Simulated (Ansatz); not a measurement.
Consider the substitution at a C–Si bond: `C[SiH2]S[SiH2]F` + `CB(N)[SiH3]` → `CNB(C)[SiH3]` + `F[SiH2]S[SiH3]`.

Program: Ansatz. Geometries: PBE0-D4/def2-TZVP. ΔE: electronic, gas phase. CCSD(T)/CBS is the MP2 limit (def2-TZVPP, def2-QZVPP) plus CCSD(T) − MP2 in def2-TZVPP, frozen cores. This one scheme is used for every species. DFT in def2-TZVPP. HSE06 is defined as in plane-wave codes. Each species was taken in one conformer, which may not be the lowest.

| level | ΔE (kJ/mol) | difference from CCSD(T)/CBS |
| --- | --- | --- |
| HSE06-D4 | 84.3 | 0.2 |
| CAM-B3LYP-D4 | 82.1 | -2.0 |
| PBE-QIDH | 85.1 | 1.0 |
| r2SCANh | 87.6 | 3.5 |
| BHLYP | 81.6 | -2.5 |
| CAM-B3LYP | 81.0 | -3.1 |
| MP2/def2-SVP | 73.9 | -10.2 |
| CCSD(T)/def2-TZVPP | 81.4 | -2.7 |
| SCS-MP2/def2-QZVPP | 82.7 | -1.4 |
| MP2/CBS(def2) | 89.0 | 4.9 |
| CCSD(T)/CBS | 84.1 | 0 |

Problem. What do rigid-rotor, harmonic-oscillator terms from PBE0-D4/def2-TZVP frequencies (298.15 K, 1 bar) make of the CCSD(T)/CBS value? (Estimate.)

Solution. Ansatz gave: ΔZPE = -2.5 kJ/mol, ΔH = +81.7 kJ/mol, ΔS = 6 J/(mol·K), ΔG = +80.0 kJ/mol. Modes under 50 cm⁻¹ make the entropy rough.

Largest T1 diagnostic among the species: 0.013.

At CCSD(T), def2-SVP lies −16.7 kJ/mol from the extrapolated value and def2-TZVPP −2.7 kJ/mol. Leaving LDA and LC-ωPBE aside and taking each functional with its dispersion term where it has one, the values, not all of them listed here, spread over 8.5 kJ/mol, from BLYP-D4 to B97M-V.

CCSD(T)/CBS has its own doubt, a few kJ/mol and more with outer-core shells, so smaller differences from it don't rank the levels.
